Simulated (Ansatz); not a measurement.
CH$_{9}$GaSi$_{2}$ (`[CH3][Ga]([SiH3])[SiH3]`). Total charge 0; spin multiplicity 1. Geometry: relaxed with PBE0-D4/def2-TZVP.

```xyz
13

C    -1.414    0.014    1.561
Ga   -0.114   -0.015    0.074
Si    1.313   -1.956   -0.189
Si    0.051    1.929   -1.364
H    -2.272    0.651    1.344
H    -1.762   -0.987    1.820
H    -0.912    0.426    2.444
H     2.193   -1.888   -1.389
H     0.503   -3.205   -0.290
H     2.195   -2.105    1.006
H    -1.267    2.228   -1.997
H     1.053    1.780   -2.455
H     0.432    3.130   -0.564
```

(1) What is the dipole moment at r2SCAN/def2-TZVPP? (Estimate.)

(2) And with PBE, B3LYP, ωB97M-V? (Estimate.)

(3) Give the Mulliken charges with r2SCAN, ωB97M-V, PBE in def2-TZVPP. (An estimate is asked.)

Answers

(1) Ansatz gave: 0.96 D, with components (-0.66, 0.00, 0.70) D in this frame, pointing from negative to positive charge.

(2) Ansatz gave: PBE 1.00 D, B3LYP 0.93 D, ωB97M-V 0.91 D.

(3) Ansatz gave: 
```
atom  r2SCAN  ωB97M-V    PBE
  C1   -0.30    -0.46  -0.37
 Ga2    0.30     0.23   0.30
 Si3    0.08     0.00   0.00
 Si4    0.08     0.00   0.00
  H5    0.08     0.12   0.10
  H6    0.08     0.12   0.10
  H7    0.07     0.11   0.10
  H8   -0.06    -0.02  -0.04
  H9   -0.06    -0.02  -0.04
 H10   -0.06    -0.02  -0.04
 H11   -0.06    -0.02  -0.04
 H12   -0.06    -0.02  -0.04
 H13   -0.06    -0.02  -0.04
```

B3LYP here is the variant with VWN-RPA as its local correlation; programs differ in this.
